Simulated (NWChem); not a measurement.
YF3; SMILES [F][Y]([F])[F]

Results from NWChem. All runs use the structure optimised with PBE0/def2-SVP. def2 effective core potentials on Y; no spin-orbit coupling. Level PBE/def2-SVP: single points from the atomic guess with DIIS by default; each run changes one setting, and all converged runs end within 0.3 mHa of each other. NWChem's automatic level shift, which a small gap switches on, acted in some of these runs.

```
setting                          SCF iterations
-------------------------------  --------------
defaults                                     35
DIIS on 20 Fock matrices                     42
DIIS on 3 Fock matrices                      31
occupation smearing of 0.005 Ha               7
no level shifting                             7
no DIIS, 40 % damping                        19
```
